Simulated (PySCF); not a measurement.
**How methods differ on the excitation energy of N**

N [He] 2s2 2p3 (4S) → N [He] 2s1 2p4, s spin flipped, as a difference of total energies. Computed with PySCF 2.14 in aug-cc-pVTZ, with no relativity, point nucleus. Correlated levels: valence: 1s2 frozen. The calculations carry no spin-orbit coupling.

```csv
method,excitation energy (eV)
UHF,18.596
LDA,13.824
PBE,13.980
PBE0,15.062
r2SCAN,15.554
BP86,13.888
PW91,13.966
MN15,14.208
B3LYP,14.542
MP2 (valence),16.617
SCS-MP2 (valence),16.210
```

Task: How much does correlation contribute at MP2 (valence)?

Result: 16.617 − (18.596) = -1.979 eV, measured against UHF.

The upper determinant mixes two multiplicities, so it lies between the two terms.

The upper state lies above the first ionisation limit, where it may autoionise and the basis confines it.
